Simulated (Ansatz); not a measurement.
System: bis(disilanyl)silane, Si5H12, charge 0, multiplicity 1. SMILES: [SiH2]([SiH2][SiH3])[SiH2][SiH3]
Structure (B3LYP-D3(BJ)/def2-TZVP (Ansatz, an electronic-structure program) minimum search):
```xyz
17

Si     3.0315    -0.6826    -0.5894
Si     2.0446     0.7655     0.9674
Si    -0.1656     1.2060     0.3233
Si    -1.3158    -0.8045    -0.0369
Si    -3.5600    -0.4128    -0.5860
H      4.4636    -0.9164    -0.2817
H      2.9256    -0.1055    -1.9519
H      2.3215    -1.9842    -0.5742
H      2.0388     0.1168     2.3040
H      2.8301     2.0231     1.0658
H     -0.8724     2.0093     1.3542
H     -0.1621     1.9846    -0.9424
H     -1.2332    -1.6428     1.1872
H     -0.6484    -1.5438    -1.1393
H     -4.2255     0.3118     0.5239
H     -3.6340     0.4246    -1.8080
H     -4.2900    -1.6805    -0.8326
```

Property: vertical triplet-singlet gap (E(triplet) - E(singlet); each state is the SCF solution reached for its spin), in kcal/mol. Correlated levels leave the core frozen unless marked. UHF or UKS for open shells. No spin-orbit coupling. Non-relativistic. 

```
level                   program  vertical triplet-singlet gap (kcal/mol)
----------------------  -------  ---------------------------------------
HF/aug-cc-pV(T+d)Z       Ansatz                                    132.2
SVWN5/def2-TZVPD         Ansatz                                    114.7
r2SCAN/def2-TZVPD        Ansatz                                    118.0
B3LYP/def2-TZVPD         Ansatz                                    121.6
PBE0/def2-TZVPD          Ansatz                                    121.1
CAM-B3LYP/def2-TZVPD     Ansatz                                    128.4
wB97X-V/def2-TZVPD       Ansatz                                    132.9
MP2/aug-cc-pV(D+d)Z      Ansatz                                    135.0
RI-MP2/aug-cc-pV(T+d)Z   Ansatz                                    134.0
```
